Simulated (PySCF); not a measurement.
C2H7GeNO.
SMILES: `C[C](=O)[GeH2][NH2]`

Vertical excitations from PySCF (density fitting, frozen core in the response, grid level 2 and gas phase unless stated; continuum runs use non-equilibrium linear response for the excitations) on a GFN2-xTB geometry. Reference run:

| settings | S1, eV (f) | S2, eV (f) | S3, eV (f) | S4, eV (f) | S5, eV (f) | S6, eV (f) | T1, eV (Tamm–Dancoff) | mean α (au) |
| --- | --- | --- | --- | --- | --- | --- | --- | --- |
| wB97X-D/def2-SVPD, full TDDFT, 8 singlets | 3.62 (0.001) | 5.82 (0.011) | 6.68 (0.019) | 6.78 (0.006) | 7.04 (0.029) | 7.47 (0.224) | 3.03 | 66.5 |

**Question.** What do these settings give: KT3/def2-SVPD, TDA, 1 singlet?

**Answer.** 
```json
{"settings": "KT3/def2-SVPD, TDA, 1 singlet", "S1, eV (f)": "3.56 (0.002)", "S2, eV (f)": "–", "S3, eV (f)": "–", "S4, eV (f)": "–", "S5, eV (f)": "–", "S6, eV (f)": "–", "T1, eV (Tamm–Dancoff)": "–", "mean α (au)": "69.6"}
```

S1 moves by -0.06 eV; functional and response scheme change together, so the shift can't be laid on one. States are counted by energy in each run and needn't keep their character from row to row.

KT3 was designed for NMR shieldings or shifts; total energies of different functionals aren't comparable.

**Question.** Give the leading configurations of S1 (H = HOMO, L = LUMO) and the HOMO–LUMO gap of each run.

**Answer.** 
| settings | S1 configurations (weight) | S1 (eV) | orbital gap (eV) | S1 − gap (eV) |
| --- | --- | --- | --- | --- |
| wB97X-D/def2-SVPD, full TDDFT, 8 singlets | H→L 0.91 | 3.62 | 9.37 | -5.75 |
| KT3/def2-SVPD, TDA, 1 singlet | H→L 0.99 | 3.56 | 3.36 | +0.20 |

 The wB97X-D/def2-SVPD calculation is non-relativistic and has no spin–orbit coupling, an omission that weighs most on germanium.

The values belong to the conformer `[CH3:1][C:2](=[O:3])[GeH2:4][NH2:5]`: C1–C2–Ge4–N5 -57°, H–N5–Ge4–C2 -58°, H–N5–Ge4–C2 173°.

wB97X-D is run here without its empirical dispersion term; that term would change no orbital, density or response property at a fixed geometry.
